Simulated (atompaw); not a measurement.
# An all-electron radial function and its pseudo partner (helium)

Columns: radius, all-electron u(r) and pseudo u(r) of the 1s shell (level -51.18 eV) of helium in the configuration 1s0.5; LDA (PW92), non-relativistic, PAW (atompaw) scheme, atompaw 4.2.0.5.

```
r (bohr)  all-electron  pseudo
   0.027        0.1469  0.0999
   0.054        0.2783  0.1987
   0.081        0.3954  0.2953
   0.108        0.4994  0.3887
   0.135        0.5911  0.4777
   0.162        0.6718  0.5618
   0.188        0.7397  0.6372
   0.215        0.8011  0.7091
   0.242        0.8538  0.7742
   0.269        0.8986  0.8321
   0.296        0.9363  0.8826
   0.323        0.9674  0.9257
   0.350        0.9925  0.9616
   0.377        1.0122  0.9904
   0.404        1.0271  1.0127
   0.431        1.0374  1.0288
   0.458        1.0438  1.0393
   0.485        1.0465  1.0448
   0.512        1.0460  1.0459
   0.538        1.0428  1.0435
   0.565        1.0369  1.0377
   0.592        1.0286  1.0292
   0.619        1.0183  1.0187
   0.646        1.0062  1.0063
   0.673        0.9925  0.9925
   0.700        0.9774  0.9774
```

**Question.** How many radial nodes do the two functions have?

**Answer.** The all-electron 1s function has n − l − 1 = 0; the pseudo-wave has 0.

**Question.** Is the pseudo-wave norm-conserving?

**Answer.** No, it belongs to a PAW set: the norm inside the radius is not constrained, and the difference is carried by the augmentation charge.
